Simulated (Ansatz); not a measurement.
Start from `BC(N)=O` and change one atom or group to get `CC(N)=O`.

Ansatz, PBE0-D4/def2-TZVP geometries, multiplicity 1. Each molecule was computed in one conformer, which needn't be the lowest.

```csv
property,`BC(N)=O`
size of the dipole moment (B3LYP/def2-TZVPP) / D,4.65
HOMO–LUMO gap (B3LYP/def2-TZVPP) / eV,7.70
HOMO–LUMO gap (ωB97M-V/def2-TZVPP) / eV,12.39
LUMO energy (B3LYP/def2-TZVPP) / eV,-0.26
HOMO energy (ωB97M-V/def2-TZVPP) / eV,-10.55
HOMO energy (PBE/def2-TZVPP) / eV,-6.77
```

(1) What does the change do to each property? (Estimate.)

Answers

(1) The calculation gave: 
```
                                        property  `CC(N)=O`  shift
size of the dipole moment (B3LYP/def2-TZVPP) / D       3.87  -0.78
           HOMO–LUMO gap (B3LYP/def2-TZVPP) / eV       7.50  -0.20
         HOMO–LUMO gap (ωB97M-V/def2-TZVPP) / eV      11.96  -0.43
             LUMO energy (B3LYP/def2-TZVPP) / eV       0.44   0.70
           HOMO energy (ωB97M-V/def2-TZVPP) / eV      -9.76   0.79
               HOMO energy (PBE/def2-TZVPP) / eV      -5.65   1.12
```

With PBE0 the HOMO rises by 0.87 eV and the LUMO rises by 0.81 eV, so the gap narrows by about 0.06 eV. PBE moves the HOMO by 1.12 eV and ωB97M-V by 0.79 eV. The zero-point energy changes by 41.0 kJ/mol with +3 modes. Dipoles are sizes alone; their direction can turn.

B3LYP here is the variant with VWN-RPA as its local correlation; programs differ in this.
